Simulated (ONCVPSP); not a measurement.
# gallium (Ga), ONCV: configuration errors across variants

| Quantity | Value |
| --- | --- |
| Element | gallium (Ga) |
| Generator | ONCVPSP 4.0.1 |
| Type | optimised norm-conserving Vanderbilt (ONCV) |
| Functional | PBEsol |
| Relativity | scalar-relativistic |
| Frozen core | [Ar] |
| Valence charge | 13 |
| Reference configuration | 3d10 4s1 4p2 |
| Partial waves | 4s: rc 1.75 bohr, ncon 4, nbas 7, qcut 4.1 1/bohr, 2 projectors, debl 1.4 Ha; 4p: rc 2.05 bohr, ncon 4, nbas 7, qcut 3.8 1/bohr, 2 projectors, debl 1 Ha; 3d: rc 0.85 bohr, ncon 5, nbas 9, qcut 22.2 1/bohr, local |
| Local potential | the d channel |
| Core correction | Teter function, fcfact 3.5, rcfact 1.7 |

All-electron excitation energies from the reference (eV): (1) 3d10 4s2 4p1 -6.551; (2) 3d10 4s2 4p0 -0.871; (3) 3d10 4s1 4p0 20.265; (4) 3d9 4s2 4p1 21.159.

3 further variants failed, have other tests or another functional or relativity, and are left out.

A true bound ghost makes a file unfit for plane-wave use even where its test errors are small: the radial tests pick states by their node count and pass the ghost by.

Errors AE − PS in meV (a dash: test not solved or not reliable):

| change | (1) | (2) | (3) | (4) | bound ghosts | GHOST(+) flags above zero |
| --- | --- | --- | --- | --- | --- | --- |
| base | -3.6 | -3.8 | -18 | -376 | s, p | s |
| d: qcut 28.4 | -3.6 | -3.8 | -18 | -370 | s, p | s |
| core correction Teter function, fcfact 4.3, rcfact 1.7 | -4.4 | -4.4 | -21 | -381 | s, p | s |
| d: ncon 3, nbas 7 | -3.6 | -3.8 | -18 | -378 | s, p | s |
| s: qcut 3.9; p: qcut 3.6; d: qcut 21.1 | -3.5 | -3.6 | -18 | -370 | s, p | s |
| core correction Teter function, fcfact 2.5, rcfact 1.4 | +0.3 | -0.2 | -8.0 | -340 | s, p | s |
| core correction Teter function, fcfact 3.5, rcfact 1.56 | -1.2 | -1.7 | -11 | -365 | s, p | s |
| d: qcut 12.4 | -3.5 | -3.7 | -18 | -389 | s, p | none |

Give the same row for: p: rc 1.62.

-3.3, -3.0, -17, -376; bound ghosts: s, p; GHOST(+) flags above zero: s, p.
